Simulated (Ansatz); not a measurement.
One change: `B1C=C1` becomes `CB1C=C1`.

Ansatz, PBE0-D4/def2-TZVP geometries, multiplicity 1. 

```csv
property,`B1C=C1`
size of the dipole moment (ωB97M-V/def2-TZVPP) / D,1.17
zero-point energy (PBE0-D4/def2-TZVP) / kJ/mol,110.3
LUMO energy (PBE/def2-TZVPP) / eV,-1.43
HOMO energy (PBE0/def2-TZVPP) / eV,-8.02
HOMO energy (PBE/def2-TZVPP) / eV,-6.70
vertical ionisation energy (CCSD(T)/CBS(def2)) / eV,10.76
```

Problem. Give the same properties after the change, and the shifts. (Estimate.)

Solution. The calculation gave: 
```csv
property,`CB1C=C1`,shift
size of the dipole moment (ωB97M-V/def2-TZVPP) / D,0.52,-0.65
zero-point energy (PBE0-D4/def2-TZVP) / kJ/mol,185.0,74.7
LUMO energy (PBE/def2-TZVPP) / eV,-1.20,0.23
HOMO energy (PBE0/def2-TZVPP) / eV,-7.55,0.47
HOMO energy (PBE/def2-TZVPP) / eV,-6.24,0.46
vertical ionisation energy (CCSD(T)/CBS(def2)) / eV,10.17,-0.59
```

With PBE0 the HOMO rises by 0.47 eV and the LUMO rises by 0.20 eV, so the gap narrows by about 0.27 eV. PBE moves the HOMO by 0.46 eV and ωB97M-V by 0.49 eV. The zero-point energy changes by 74.7 kJ/mol with +9 modes. Dipoles are sizes alone; their direction can turn.
